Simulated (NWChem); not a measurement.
System: CH4BF; SMILES CBF

All runs: NWChem. Coordinates come from a PBE0/def2-SVP optimisation. Ions are spin-unrestricted doublets at the neutral geometry; other ion states weren't tried.

Task: Predict the results for CAM-B3LYP/def2-SVP. Quantities: vertical ionisation energy, ΔSCF (eV); −ε(HOMO) (eV).

Result: The vertical ionisation energy, ΔSCF (eV) is 11.72. The −ε(HOMO) (eV) is 10.32.
